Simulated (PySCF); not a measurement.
Compound: CH9ClSi4.
Atom-mapped SMILES: `[Cl:1][CH2:2][SiH:3]1[SiH2:4][SiH2:5][SiH2:6]1` (hydrogens: H7, H8 on C2; H9 on Si3; H10, H11 on Si4; H12, H13 on Si5; H14, H15 on Si6)

A GFN2-xTB structure was refined with PBE0-D3(BJ)/def2-SVP geometry optimisation, gas phase (PySCF). Its GFN2-xTB values:

```tsv
coordinate	GFN2-xTB
Cl1–C2	1.787 Å
C2–Si3	1.924 Å
C2–H7	1.087 Å
Si3–Si4	2.367 Å
Si3–H9	1.478 Å
Si4–Si5	2.361 Å
Si4–H10	1.471 Å
Si4–H11	1.468 Å
Si5–H12	1.470 Å
Si5–H13	1.467 Å
Si6–H15	1.471 Å
Cl1–C2–Si3	108.4°
C2–Si3–Si4	109.2°
Si3–Si4–Si5	89.2°
Si4–Si3–Si6	90.4°
Si4–Si5–Si6	90.7°
C2–Si3–Si4–Si5	105°
C2–Si3–Si6–Si5	-105°
Si3–Si4–Si5–Si6	5°
Si4–Si5–Si6–Si3	-5°
```

Q: How do these coordinates change at the PBE0-D3(BJ)/def2-SVP level?

A: 
| coordinate | PBE0-D3(BJ)/def2-SVP (Å or °) | change |
| --- | --- | --- |
| Si6–H15 | 1.499 | +0.028 |
| Si4–H10 | 1.499 | +0.028 |
| Si5–H12 | 1.498 | +0.028 |
| Si4–H11 | 1.495 | +0.027 |
| Si5–H13 | 1.493 | +0.026 |
| C2–Si3 | 1.904 | -0.020 |
| Si3–H9 | 1.498 | +0.020 |
| C2–H7 | 1.099 | +0.012 |
| Cl1–C2 | 1.797 | +0.010 |
| Si4–Si5 | 2.367 | +0.006 |
| Si3–Si4 | 2.366 | -0.001 |
| Si4–Si5–Si6 | 88.3 | -2.4 |
| Si4–Si3–Si6 | 88.4 | -2.0 |
| C2–Si3–Si4 | 108.1 | -1.1 |
| Cl1–C2–Si3 | 107.3 | -1.1 |
| Si3–Si4–Si5 | 89.3 | +0.1 |
| C2–Si3–Si6–Si5 | -92 | +13 |
| C2–Si3–Si4–Si5 | 92 | -13 |
| Si3–Si4–Si5–Si6 | 16 | +11 |
| Si4–Si5–Si6–Si3 | -16 | -11 |

The energy falls by 5.3 kcal/mol over 9 energy and gradient evaluations, the largest force component goes from 0.0155 to 3.9e-04 Eh/bohr, and the atoms move by 0.310 Å rms after alignment. Among the bonds, Si4–H10, Si4–H11, Si5–H12, Si6–H14 and Si6–H15 change most and about equally (+0.027 to +0.028 Å). Bonds longer at the end by more than 0.005 Å: 12 of 15; shorter: 1. Among the dihedrals that turn most is C2–Si3–Si4–H10, from -138° to -158°. Rotational constants go from 1495, 915.8, 861.4 to 1429, 975.6, 967.3 MHz.

The run used 149 basis functions and 54 SCF cycles in all. On x86-64 server, one thread, no GPU (shared host), this took 77 s.

Whether it is a minimum is left open (no frequencies). One conformer, not necessarily the lowest.
